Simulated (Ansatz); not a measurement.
Computed with Ansatz on PBE0-D4/def2-TZVP structures; ΔE is electronic, products minus reactants. CBS: MP2 limit from def2 TZ/QZ plus the TZ coupled-cluster correction, frozen cores. Functionals use def2-TZVPP. B3LYP here is the variant with VWN-RPA as its local correlation; programs differ in this. One conformer a species, not always the lowest.

Consider the ligand exchange at the Si–C bond: `C[SiH](F)CN` + `BBO` → `BBO[SiH](C)F` + CH₃NH₂.

Task: Is it downhill or uphill in electronic energy at CCSD(T)/CBS, and by how much? (Best estimate.)

Result: Computed: Downhill: ΔE = -115.5 kJ/mol.

Task: What do these levels give: r2SCAN-D4, PBE0-D4, ωB97X-V, PBE, PBE0, B3LYP, HF/def2-TZVPP, CCSD/def2-TZVPP, CCSD(T)/def2-TZVPP, HF/def2-QZVPP, SCS-MP2/def2-QZVPP, HF/CBS(def2)? (Estimate.)

Result: Computed: r2SCAN-D4 -113.7, PBE0-D4 -105.9, ωB97X-V -111.7, PBE -101.3, PBE0 -107.0, B3LYP -117.4, HF/def2-TZVPP -136.2, CCSD/def2-TZVPP -117.5, CCSD(T)/def2-TZVPP -114.8, HF/def2-QZVPP -138.4, SCS-MP2/def2-QZVPP -120.0, HF/CBS(def2) -138.7 kJ/mol.

Largest T1 diagnostic among the species: 0.013.

In def2-TZVPP, CCSD(T) changes the Hartree–Fock value by +21.4 kJ/mol (the triples alone add +2.7 kJ/mol) and MP2 by +20.7 kJ/mol. From PBE to PBE0 (25 % exact exchange), in def2-TZVPP and without D4, ΔE moves by −5.7 kJ/mol.
